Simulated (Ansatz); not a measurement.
BH7O4Si. The species carries charge 0 and has multiplicity 1. The bonds changed during the relaxation, so this is another structure than the one it started from. The geometry is a stationary point of PBE0-D4/def2-TZVP. It is one conformer, not always the lowest.

```xyz
13

O     0.627    0.054   -3.165
B     0.296    0.103   -1.844
O     0.926   -0.649   -0.860
O    -0.704    0.940   -1.489
O    -0.360   -1.117    1.587
Si   -0.665    0.295    2.353
H     1.319   -0.560   -3.405
H     1.645   -1.209   -1.159
H    -0.892    0.966   -0.546
H     0.153   -1.064    0.765
H    -1.160    1.328    1.386
H     0.537    0.870    3.016
H    -1.721    0.043    3.360
```

**Question.** What is the dipole moment at B3LYP/def2-TZVPP? (Estimate.)

**Answer.** Ansatz gave: 3.38 D, with components (2.95, -1.42, -0.85) D in this frame, pointing from negative to positive charge.

**Question.** And with PBE, r2SCAN, ωB97M-V? (Best estimate.)

**Answer.** Computed: PBE 3.34 D, r2SCAN 3.40 D, ωB97M-V 3.41 D.

**Question.** Give the Mulliken charges with B3LYP, PBE, r2SCAN in def2-TZVPP. (An estimate is asked.)

**Answer.** The calculation gave: 
| atom | B3LYP | PBE | r2SCAN |
| --- | --- | --- | --- |
| O1 | -0.28 | -0.25 | -0.31 |
| B2 | 0.39 | 0.30 | 0.46 |
| O3 | -0.36 | -0.31 | -0.39 |
| O4 | -0.29 | -0.27 | -0.32 |
| O5 | -0.43 | -0.39 | -0.44 |
| Si6 | 0.45 | 0.38 | 0.48 |
| H7 | 0.18 | 0.18 | 0.19 |
| H8 | 0.18 | 0.18 | 0.20 |
| H9 | 0.20 | 0.20 | 0.21 |
| H10 | 0.22 | 0.21 | 0.23 |
| H11 | -0.11 | -0.10 | -0.12 |
| H12 | -0.09 | -0.08 | -0.10 |
| H13 | -0.07 | -0.06 | -0.08 |

B3LYP here is the variant with VWN-RPA as its local correlation; programs differ in this.
